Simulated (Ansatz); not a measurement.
SrS₂. The state is a triplet with charge 0. Geometry r2SCAN-D4/def2-TZVPD, that of the charge -1 doublet; atoms count from 1.

```xyz
3

Sr    0.005   -0.012    0.008
S     0.941    1.617    1.809
S    -0.946   -1.605   -1.817
```

In the def2 sets Sr takes a core potential; there is no spin–orbit coupling. The structure comes from a short search, and lower isomers may exist.

**Question.** Estimate the Mulliken populations from the PBE0/def2-TZVPD orbitals of Ansatz.

**Answer.** 
```json
{"atom": "Sr1", "charge (e)": "1.36", "spin (α − β)": "-0.02"}
{"atom": "S2", "charge (e)": "-0.68", "spin (α − β)": "1.01"}
{"atom": "S3", "charge (e)": "-0.68", "spin (α − β)": "1.01"}
```
Mulliken values and Mayer orders depend strongly on the basis. With diffuse functions, as here, like atoms can get unlike values, and bond orders can come out too low or too high.

**Question.** Where does the spin sit?

**Answer.** Summed by element: Sr -0.02, S 2.02, of 2 unpaired in all. Largest on single atoms: S2 1.01, S3 1.01, Sr1 -0.02.

**Question.** And the Mayer bond orders between bonded heavy atoms (over 0.3)?

**Answer.** Sr1–S2 0.52 (2.60 Å); Sr1–S3 0.52 (2.60 Å).
